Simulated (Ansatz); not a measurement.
Species: C₂H₇B, charge 0, singlet. C2H7B (dimethylborane, SMILES CBC).
B3LYP-D3(BJ)/def2-TZVP minimum from Ansatz (an electronic-structure program):
```
B
H 1 1.1996
C 1 1.5601 2 118.29
H 3 1.0920 1 114.93 2 -164.51
H 3 1.0926 4 109.67 1 -129.46
H 3 1.1014 4 106.78 5 -113.40
C 1 1.5601 2 118.29 3 180.00
H 7 1.0920 1 114.93 2 -164.51
H 7 1.0926 8 109.67 1 -129.46
H 7 1.1014 8 106.78 9 -113.40
```

Total energies in cc-pVDZ, 18 correlated electrons, 3 frozen orbitals. Radicals and triplets start from unrestricted determinants; spin-orbit coupling is neglected. Cores are frozen in correlated methods. No relativity.

```csv
method,program,energy (Eh),minus CCSDT(Q) (mEh)
HF,Ansatz,-104.50152,439.05
MP2,Ansatz,-104.87922,61.36
CCSD,Ansatz,-104.92800,12.57
CCSD(T),Ansatz,-104.93908,1.49
CCSDT(Q),Ansatz,-104.94057,0.00
```

Rough core times of Ansatz's runs on a shared machine: CCSD(T) under 20 s, CCSDT(Q) 4 min.
